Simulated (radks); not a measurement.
The numbers below are computed, except where a source is named.
Q: Excited configurations of neutral selenium: one electron is placed in a higher orbital outside [Ar] 3d10 4s2 4p3. The ground configuration is [Ar] 3d10 4s2 4p4. Code: a radial shooting solver on a logarithmic mesh with Libxc functionals. Model: scalar-relativistic Kohn-Sham, PBE, spin-polarised, spherical densities, finite nucleus; open shells are filled with parallel spins first; Fermi nuclear charge, rms radius 4.14 fm. Excitation = E - E(ground); binding = E(ion) - E, where the ion is the core of charge +1; n* = 1/sqrt(2 binding) in atomic units, and the quantum defect is n - n*.

outer orbital  excitation (eV)  binding (eV)     n*  quantum defect  eigenvalue (eV)  <r> (bohr)
4d                       7.426         2.091  2.551           1.449           -0.678       7.303
5p                       6.954         2.563  2.304           2.696           -1.406       7.748
5d                       8.187         1.330  3.198           1.802           -0.730       14.05
5f                       8.843         0.674  4.491           0.509           -0.405       28.18
6s                       7.669         1.848  2.713           3.287           -1.153       12.16
6p                       8.112         1.405  3.112           2.888           -0.855       15.29
7p                       8.637         0.881  3.931           3.069           -0.574       25.30
7d                       8.927         0.590  4.801           2.199           -0.392       37.00

Estimate the row for 6d.

A: excitation (eV) 8.666; binding (eV) 0.851; n* 3.999; quantum defect 2.001; eigenvalue (eV) -0.530; <r> (bohr) 24.20. The Delta-SCF ionisation energy is 9.517 eV (NIST Atomic Spectra Database: 9.752 eV, measured). Self-interaction in the functional shifts the binding energies and quantum defects, so they are the method's values and not measured ones. Open shells are spherical and high-spin; term and fine-structure splittings are not resolved.
